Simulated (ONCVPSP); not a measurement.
What the settings do to the ONCV potential of Co

Base potential:

* Element: Co
* Generator: ONCVPSP 4.0.1
* Type: optimised norm-conserving Vanderbilt (ONCV)
* Functional: PBE
* Relativity: scalar-relativistic
* Frozen core: [Ne] 3s2
* Valence charge: 15
* Reference configuration: 3p6 3d7 4s1 (charge +1)
* Partial waves: 4s: rc 1.65 bohr, ncon 3, nbas 6, qcut 5 1/bohr, 2 projectors, debl 1.4 Ha; 3p: rc 0.90 bohr, ncon 4, nbas 8, qcut 7.7 1/bohr, 1 projector; 3d: rc 0.85 bohr, ncon 3, nbas 8, qcut 12 1/bohr, 1 projector
* Local potential: polynomial inside 0.80 bohr (lpopt 5, dvloc0 6 Ha)
* Core correction: polynomial model core, fcfact 0.3

Cutoffs, loose and tight: the cutoffs (Ha) at which the residual kinetic energy of the hardest occupied pseudo-wave falls to 1 and 0.1 mHa per electron. They do not see the model core or the augmentation charge, which bear on the density cutoff. Test errors are all-electron minus pseudo excitation energies from the reference, over the configurations 3p6 3d7 4s2; 3p6 3d7 4s0; 3p6 3d6 4s0; 3p6 3d7 4s0 4p1. A dash means not determined; rows that change the core or the reference have their own tests.

A true bound ghost makes a file unfit for plane-wave use even where its test errors are small: the radial tests pick states by their node count and pass the ghost by.

```csv
change,outcome,"cutoff, loose","cutoff, tight",bound ghosts,GHOST(+) flags above zero,largest test error (meV)
base,generated,233 Ha,474 Ha,s,none,-22
"core correction polynomial model core, fcfact 1.02",generated,233 Ha,474 Ha,s,none,-22
s: qcut 5.1,generated,233 Ha,474 Ha,s,none,-22
d: nbas 6,generated,173 Ha,290 Ha,s,none,-22
"s: ncon 5, nbas 8","failed: optimize: ERROR ps0norm > uunorm, code will stop",–,–,–,–,–
s: qcut 6.3; p: qcut 9.8; d: qcut 15.2,generated,98 Ha,132 Ha,s,none,+20
```

What comes out with this change to the base: local potential polynomial inside 0.80 bohr (lpopt 5, dvloc0 7.5 Ha)?

outcome: generated; cutoff, loose: 233 Ha; cutoff, tight: 474 Ha; bound ghosts: s; GHOST(+) flags above zero: none; largest test error (meV): +17.
